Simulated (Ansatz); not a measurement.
`O=[CH][InH2]` and `NC=O` differ in one atom or group.

Ansatz, PBE0-D4/def2-TZVP geometries, multiplicity 1. Each molecule was computed in one conformer, which needn't be the lowest.

Elements past krypton have def2 core potentials.

```json
{"property": "zero-point energy (PBE0-D4/def2-TZVP) / kJ/mol", "`O=[CH][InH2]`": "74.4"}
{"property": "HOMO energy (PBE/def2-TZVPP) / eV", "`O=[CH][InH2]`": "-5.14"}
{"property": "HOMO–LUMO gap (B3LYP/def2-TZVPP) / eV", "`O=[CH][InH2]`": "3.94"}
{"property": "LUMO energy (PBE0/def2-TZVPP) / eV", "`O=[CH][InH2]`": "-1.96"}
{"property": "size of the dipole moment (PBE/def2-TZVPP) / D", "`O=[CH][InH2]`": "1.93"}
{"property": "HOMO–LUMO gap (PBE0/def2-TZVPP) / eV", "`O=[CH][InH2]`": "4.41"}
```

Problem. Give the same properties after the change, and the shifts. (Best estimate.)

Solution. Computed: 
| property | `NC=O` | shift |
| --- | --- | --- |
| zero-point energy (PBE0-D4/def2-TZVP) / kJ/mol | 120.0 | 45.6 |
| HOMO energy (PBE/def2-TZVPP) / eV | -5.94 | -0.80 |
| HOMO–LUMO gap (B3LYP/def2-TZVPP) / eV | 7.65 | 3.71 |
| LUMO energy (PBE0/def2-TZVPP) / eV | 0.60 | 2.56 |
| size of the dipole moment (PBE/def2-TZVPP) / D | 3.82 | 1.89 |
| HOMO–LUMO gap (PBE0/def2-TZVPP) / eV | 8.19 | 3.78 |

With PBE0 the HOMO falls by 1.22 eV and the LUMO rises by 2.56 eV, so the gap widens by about 3.78 eV. PBE moves the HOMO by -0.80 eV and ωB97M-V by -1.50 eV. Dipoles are sizes alone; their direction can turn.

B3LYP here is the variant with VWN-RPA as its local correlation; programs differ in this.
